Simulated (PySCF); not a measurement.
BrCl, SMILES ClBr (connectivity only; charge and spin as stated), charge -1, multiplicity 2. Coordinates come from a PBE0-D3(BJ)/def2-TZVPD optimisation. The multiplicity is an assumed one; other spin states were not compared.

Calculation: PBE0-D3(BJ)/def2-TZVPD (PySCF).

Harmonic wavenumbers (cm⁻¹): 187. Rotational constants (GHz): 2.731 (linear); symmetry number 1.

Task: Work out the zero-point energy and the ideal-gas rigid-rotor harmonic-oscillator thermochemistry at 298.15 K and 1 atm.

Result: ZPE = ½ Σ hcν = ½ × 187 cm⁻¹ = 1.12 kJ/mol. H − E(el) = 11.32 kJ/mol. Entropy in J/(mol K): translation 167.96, rotation 72.58, vibration 9.45, spin 5.76, total 255.76. G − E(el) = -64.93 kJ/mol. Cp = 36.87 J/(mol K).
